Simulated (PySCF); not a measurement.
# Electron correlation in S³⁺ (sulfur, charge +3)

[Ne] 3s2 3p1, 2P determinant. Computed with PySCF 2.14 in aug-cc-pVQZ-DK (7s6p4d3f2g, 84 functions), with scalar relativity by spin-free X2C-1e. Frozen: [Ne]; 3 electrons correlated.

```
  level  correlation energy (mhartree)
   CCSD                         -71.98
    (T)                          -1.09
CCSD(T)                         -73.07
```

Diagnostics: T1 = 0.010, D1 = 0.0232, largest double amplitude 0.106.

Cost of the coupled-cluster step: roughly 15 core-seconds, for 3 correlated electrons.

Iterations:

```
CC2 = 0
CCSD nocc = (np.int64(2), np.int64(1)), nmo = (79, 79)
frozen orbitals [[0, 1, 2, 3, 4], [0, 1, 2, 3, 4]]
max_cycle = 100
direct = 0
conv_tol = 1e-08
conv_tol_normt = 1e-06
diis_space = 8
diis_start_cycle = 0
Init t2, MP2 energy = -0.0531203302402954
Init E_corr(UCCSD) = -0.0531203302406546
cycle = 1  E_corr(UCCSD) = -0.064873950203746  dE = -0.01175362  norm(t1,t2) = 0.046561
cycle = 2  E_corr(UCCSD) = -0.0690326842267957  dE = -0.00415873402  norm(t1,t2) = 0.0197071
cycle = 3  E_corr(UCCSD) = -0.0719895563580521  dE = -0.00295687213  norm(t1,t2) = 0.00893963
cycle = 4  E_corr(UCCSD) = -0.0719677631280001  dE = 2.17932301e-05  norm(t1,t2) = 0.000971412
cycle = 5  E_corr(UCCSD) = -0.0719857106174217  dE = -1.79474894e-05  norm(t1,t2) = 0.000106369
cycle = 6  E_corr(UCCSD) = -0.0719799605719731  dE = 5.75004545e-06  norm(t1,t2) = 1.82353e-05
cycle = 7  E_corr(UCCSD) = -0.0719819510952618  dE = -1.99052329e-06  norm(t1,t2) = 5.48765e-06
cycle = 8  E_corr(UCCSD) = -0.071981545935572  dE = 4.0515969e-07  norm(t1,t2) = 1.30339e-06
cycle = 9  E_corr(UCCSD) = -0.0719815194787628  dE = 2.64568092e-08  norm(t1,t2) = 1.49773e-07
cycle = 10  E_corr(UCCSD) = -0.0719815323068474  dE = -1.28280847e-08  norm(t1,t2) = 4.79788e-08
cycle = 11  E_corr(UCCSD) = -0.071981530717891  dE = 1.58895645e-09  norm(t1,t2) = 2.26635e-08
UCCSD converged
E(UCCSD) = -396.2373981758719  E_corr = -0.07198153071789098
UCCSD(T) correction = -0.00109147820771084
```
